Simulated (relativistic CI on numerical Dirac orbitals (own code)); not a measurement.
**Spin-allowed bands of a d7 ion in an octahedral site, by hand**

Problem. Take Δ = 8820 cm⁻¹ and B = 980 cm⁻¹ for a high-spin d7 ion in an octahedral site. Calculate the three spin-allowed bands.

Working.
1. The terms of highest spin are 4F (energy 0) and 4P (15B = 14700 cm⁻¹). Here the F term splits into A2 at +1.2Δ = 10584, T2 at +0.2Δ = 1764 and T1 at −0.6Δ = -5292 cm⁻¹.
2. The two T1 states mix through the element 0.4Δ: H = [[-5292, 3528], [3528, 14700]], with roots ½(H₁₁ + H₂₂) ∓ ½√[(H₂₂ − H₁₁)² + 4H₁₂²] = ½(9408) ∓ ½(21201) = -5896 and 15304 cm⁻¹.
3. The ground term is 4T1 at -5896 cm⁻¹.
4. Bands: 4T2 7660 cm⁻¹ (1305 nm), 4A2 16480 cm⁻¹ (607 nm), 4T1(P) 21201 cm⁻¹ (472 nm).

Check. Exact diagonalisation of the whole d7 shell with these parameters gives 4T2 7660, 4A2 16480, 4T1 21201 cm⁻¹. The match is exact, since without spin-orbit coupling no other term has this spin. The ratio of the second band to the first, 2.151, depends on Δ/B = 9.0 alone, which is how a Tanabe-Sugano diagram is read.
